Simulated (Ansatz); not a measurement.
`[OH][Ti-]1([F])([F])[O]C=CC=[O+]1` + `C#[C][Ga]([F])[Cl]` → `C#[C][Ti]([OH])([F])[F]` + `[F][Ga-]1([Cl])[O]C=CC=[O+]1` at 298.15 K and 1 bar (redistribution).

Calculated with Ansatz (gas phase, PBE0-D4/def2-TZVP geometries, no zero-point term in ΔE). CCSD(T)/CBS is the MP2 limit (def2-TZVPP, def2-QZVPP) plus CCSD(T) − MP2 in def2-TZVPP, frozen cores. For Ga, Ti outer-core shells are correlated without core-valence functions, which leaves a few kJ/mol of doubt a bond. Scalar relativity is left out up to krypton. Each species was taken in one conformer, which may not be the lowest.

```csv
species,CCSD(T)/CBS energy (Eh),H − E (kJ/mol),S (J/(mol·K))
`[OH][Ti-]1([F])([F])[O]C=CC=[O+]1`,-1390.83119,229.6,421.0
`C#[C][Ga]([F])[Cl]`,-2560.25724,77.8,349.1
`C#[C][Ti]([OH])([F])[F]`,-1201.12065,118.7,377.2
`[F][Ga-]1([Cl])[O]C=CC=[O+]1`,-2749.96297,188.6,397.4
```

H − E and S are ideal-gas, rigid-rotor, harmonic terms from PBE0-D4/def2-TZVP, for one conformer and one mirror image of each species. 1 Eh = 2625.50 kJ/mol, R = 8.31446 J/(mol·K).

By hand: ΔE, ΔH, ΔS and ΔG.

ΔE = (-1201.12065) + (-2749.96297) − (-1390.83119) − (-2560.25724) = 0.00481 Eh = 12.6 kJ/mol. Δ(H − E) = 118.7 + 188.6 − 229.6 − 77.8 = -0.1, so ΔH = 12.5 kJ/mol. ΔS = 377.2 + 397.4 − 421.0 − 349.1 = 4.5 J/(mol·K). ΔG = 12.5 − 298.15 × (4.5)/1000 = 11.2 kJ/mol.

By hand: the equilibrium constant, and the temperature at which ΔG would vanish if ΔH and ΔS stayed fixed.

log₁₀ K = −ΔG/(RT ln 10) = -2.0. ΔG = 0 at ΔH/ΔS = 2778 K, far beyond where these terms or the molecules hold.

The number of gas molecules stays the same, so ΔS is small and ΔH decides. A doubt of 5 kJ/mol in ΔE shifts log₁₀ K by 0.9 here. Other conformers and mirror images would add mixing entropy, several J/(mol·K) or more a flexible species. Modes under 60 cm⁻¹, often nearly free rotors, make the harmonic entropy too high. These are equilibria of isolated gas molecules and say nothing of rates. Largest T1 diagnostic: 0.023 (customary marks: 0.02 for closed shells, 0.045 for open ones).
